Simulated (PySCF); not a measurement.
## Broadened absorption spectrum of C3H9NO2Si

Species: C₃H₉NO₂Si.
SMILES: `NC[SiH]1OCCO1`

Method: TDDFT CAM-B3LYP/def2-SVPD, vertical, gas phase, core orbitals frozen in the response in PySCF. One conformer (not necessarily the lowest) at the PBE0-D3(BJ)/def2-SVP geometry, without solvent, vibrations or thermal averaging.

Each state is given a Gaussian of 0.5 eV full width at half maximum, with ε(max) = 2.175×10⁸ f / Δν̃ (Δν̃ the width in cm⁻¹). The width is an assumption, not a result. The curve ends short of the highest state used, and states not computed would add to its high-energy end.

```tsv
λ (nm)	ε (L mol⁻¹ cm⁻¹)
161.8	2993
164.0	3797
166.2	4209
168.4	3949
170.6	3124
172.8	2104
175.0	1231
177.2	647
179.4	323
181.6	168
183.8	110
186.0	114
188.2	167
190.4	257
192.6	366
194.8	466
197.0	531
199.2	541
201.4	497
203.6	414
205.8	315
208.0	220
210.2	142
212.4	85
214.6	48
216.8	25
219.0	12
221.2	6
223.4	3
225.6	1
```

Task: Where are the band maxima, and which computed states make them?

Result: 198 nm (6.25 eV), ε about 540, made up of S1 (100%); 166 nm (7.45 eV), ε about 4200, made up of S3 (85%) (ε in L mol⁻¹ cm⁻¹; maxima over ε = 5, shares over 10%). The states used: S1 6.25 eV (f 0.010); S2 6.99 eV (f 0.0018); S3 7.41 eV (f 0.067); S4 7.53 eV (f 0.0020); S5 7.63 eV (f 0.0078); S6 7.68 eV (f 0.0062); S7 7.78 eV (f 0.0028); S8 7.98 eV (f 0.0076); S9 8.20 eV (f 0.032); S10 8.26 eV (f 0.012).

Task: What would ε be at 7.45 eV, the highest of these maxima, with half the width (0.25 eV)?

Result: About 7200 L mol⁻¹ cm⁻¹ against 4210, a factor of about 1.7; a lone state at its own centre would give exactly 2.

Task: On this curve, what absorbance would a 10⁻³ mol/L sample give at 193 nm over a 1 cm path?

Result: 193 nm is 6.424 eV, where ε is about 390 L mol⁻¹ cm⁻¹, so A = ε c l ≈ 0.39 (Beer–Lambert, with the gas-phase spectrum and the assumed width).

Task: Coming from long wavelengths, where does ε first pass 100 L mol⁻¹ cm⁻¹?

Result: At about 212 nm (5.86 eV), 0.39 eV below S1.

The vertical ionisation energy (ΔSCF) is 9.38 eV, 1.11 eV above S10.

On AMD EPYC 9B45, one thread, no GPU, shared host, this took 2.8 min of wall time and 1.0 GiB of memory at its peak.
